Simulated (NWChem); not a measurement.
Molecule: C2H4ClFSi; SMILES C=C(Cl)[SiH2]F

```xyz
9

C     -1.7679     0.3862     0.0000
C     -0.4344     0.4139     0.0000
Cl     0.4535     1.9175     0.0000
Si     0.6840    -1.0843     0.0000
F     -0.2783    -2.3969     0.0000
H     -2.2796    -0.5805     0.0000
H     -2.3743     1.2968     0.0000
H      1.5238    -1.1055    -1.2265
H      1.5238    -1.1055     1.2265
```
Atoms are numbered in this order, from 1.

STO-3G and 3-21G are far too small for this property and stand as cheap habits. All runs use the structure optimised with PBE0/def2-SVP.

Task: Give the principal values of the shielding tensors (ppm) of C1, C2, Cl3, Si4, F5 from Hartree-Fock/STO-3G, GIAO (NWChem), with their diamagnetic and paramagnetic parts as GIAO splits them.

Result: 
```
atom    σ11     σ22     σ33  isotropic  diamagnetic  paramagnetic
----  -----  ------  ------  ---------  -----------  ------------
C1     -2.3   149.9   217.5      121.7        254.0        -132.2
C2     12.8   128.6   199.8      113.8        255.6        -141.9
Cl3   917.0  1043.7  1065.3     1008.7       1127.9        -119.2
Si4   572.7   582.2   656.7      603.9        866.7        -262.9
F5    431.8   651.5   696.9      593.4        456.5         136.9
```
